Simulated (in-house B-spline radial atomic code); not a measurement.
Binding energies in Br II (Br+)

NIST's tabulated ground configuration is [Ar] 3d10 4s2 4p4; each binding energy is the energy of the ion with one electron taken from that subshell, relaxed, less that of the parent. Level of theory: Dirac-Hartree-Fock, average of configuration, Fermi nucleus of rms radius 4.1629 fm; calculated with an all-electron radial atomic-structure program (B-spline basis). Energies include first-order Breit, QED and recoil terms.

| subshell | X-ray name | binding energy (eV) | -ε (eV) | relaxation (eV) |
| --- | --- | --- | --- | --- |
| 1s | K | 13494.4 | 13576.9 | 52.4 |
| 2s | L1 | 1809 | 1837.9 | 26.2 |
| 3s | M1 | 280.7 | 288.8 | 7.8 |
| 3d3/2 | M4 | 89.92 | 97.76 | 7.84 |
| 3d5/2 | M5 | 88.89 | 96.60 | 7.76 |
| 4s | N1 | 36.64 | 37.55 | 0.88 |
| 4p | N2,3 | 21.8 | 22.46 | 0.65 |

Relaxation = -ε minus the binding energy without Breit, QED and recoil terms.

What does it cost to remove two 2s electrons?

3698.3 eV, which is 80.23 eV more than the two single binding energies together.

What does it cost to remove both a 1s and a 4p electron?

13530 eV, which is 14.3 eV more than the two single binding energies together.

What does it cost to remove both a 3d3/2 and a 4p electron?

125.44 eV, which is 13.72 eV more than the two single binding energies together.
